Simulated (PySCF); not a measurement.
IOF₃ (singlet). All numbers come from PBE0/[I def2-SVP with ECP28, O def2-SVP, F def2-SVP], scalar-relativistic core potentials, density fitting, no spin–orbit coupling, PySCF.

Harmonic bands of its minimum:

| ω (cm⁻¹) | IR (km/mol) |
| --- | --- |
| 153 | 1.3 |
| 187 | 13.9 |
| 271 | 1.9 |
| 283 | 37.5 |
| 319 | 15.3 |
| 592 | 1.8 |
| 652 | 66.6 |
| 654 | 225 |
| 929 | 34.9 |

The central atom is I. Infer the point group and assign the bands.

Cs. The modes span 6a' + 3a'': 153 a', 187 a', 271 a'', 283 a', 319 a'', 592 a', 652 a', 654 a'', 929 a'. The computed geometry has I–F 1.907 Å, I–F 1.943 Å (×2), I–O 1.768 Å; F–I–F 84.0° (×2), F–I–F 166.6°, F–I–O 94.5° (×2), F–I–O 106.0°.

Only a few start shapes were tried, so a lower isomer may exist.
